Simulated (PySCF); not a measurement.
**Polarisability and C₆ of La³⁺ (lanthanum, charge +3)**

[Xe], closed-shell 1S. All numbers are calculated (PySCF 2.14, scalar relativity by spin-free X2C-1e, in ANO-RCC-VTZP). Coupled (time-dependent) response in atomic units; α is the mean over directions. The basis has no added diffuse functions, which lowers α and C₆.

| method | mean α (bohr³) | C₆ (like pair) | S(−4) |
| --- | --- | --- | --- |
| LC-wPBE | 7.563 | 47.12 | 7.149 |

S(−4) is the Cauchy moment in α(ω) = α(0) + S(−4) ω² + …

α(iu) at LC-wPBE:

| u (hartree) | α(iu) (bohr³) |
| --- | --- |
| 0 | 7.563 |
| 0.0500 | 7.545 |
| 0.100 | 7.492 |
| 0.200 | 7.288 |
| 0.300 | 6.974 |
| 0.500 | 6.141 |
| 0.750 | 5.010 |
| 1.00 | 4.020 |
| 1.50 | 2.645 |
| 2.00 | 1.850 |
| 3.00 | 1.064 |
| 5.00 | 0.5041 |

A single London oscillator, α(iu) = α/(1 + u²/ω²), gives C₆ = (3/4) ω α². Matching the computed C₆ needs ω = 4 × 47.12 / (3 × 7.563²) = 1.10 hartree.

For an ion, C₆ is the dispersion term alone; charge-induced terms of lower order in 1/R come first.

Spin-orbit coupling, which splits the p, d and f shells strongly at this Z, is absent.
